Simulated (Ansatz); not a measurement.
`P[SiH2][AlH][Cl]` + CH₃NH₂ → `C[NH][AlH][Cl]` + `[SiH3]P` at 500 K and 1 bar (cleavage of the Al–Si bond).

Calculated with Ansatz (gas phase, PBE0-D4/def2-TZVP geometries, no zero-point term in ΔE). CBS: MP2 limit from def2 TZ/QZ plus the TZ coupled-cluster correction, frozen cores. This one scheme is used for every species. One conformer a species, not always the lowest.

```csv
species,CCSD(T)/CBS energy (Eh),H − E (kJ/mol),S (J/(mol·K))
`P[SiH2][AlH][Cl]`,-1334.87683,164.2,456.3
CH₃NH₂,-95.75281,191.8,270.3
`C[NH][AlH][Cl]`,-797.65353,205.8,382.4
`[SiH3]P`,-633.00997,141.7,322.6
```

H − E and S are ideal-gas, rigid-rotor, harmonic terms from PBE0-D4/def2-TZVP, for one conformer and one mirror image of each species. 1 Eh = 2625.50 kJ/mol, R = 8.31446 J/(mol·K).

Task: By hand: ΔE, ΔH, ΔS and ΔG.

Result: ΔE = (-797.65353) + (-633.00997) − (-1334.87683) − (-95.75281) = -0.03386 Eh = -88.9 kJ/mol. Δ(H − E) = 205.8 + 141.7 − 164.2 − 191.8 = -8.5, so ΔH = -97.4 kJ/mol. ΔS = 382.4 + 322.6 − 456.3 − 270.3 = -21.6 J/(mol·K). ΔG = -97.4 − 500 × (-21.6)/1000 = -86.6 kJ/mol.

Task: By hand: the equilibrium constant, and the temperature at which ΔG would vanish if ΔH and ΔS stayed fixed.

Result: log₁₀ K = −ΔG/(RT ln 10) = 9.0. ΔG = 0 at ΔH/ΔS = 4509 K, far beyond where these terms or the molecules hold.

ΔH outweighs TΔS. A doubt of 5 kJ/mol in ΔE shifts log₁₀ K by 0.5 here. Other conformers and mirror images would add mixing entropy, several J/(mol·K) or more a flexible species. Modes under 60 cm⁻¹, often nearly free rotors, make the harmonic entropy too high. These are equilibria of isolated gas molecules and say nothing of rates. Largest T1 diagnostic: 0.013 (customary marks: 0.02 for closed shells, 0.045 for open ones).
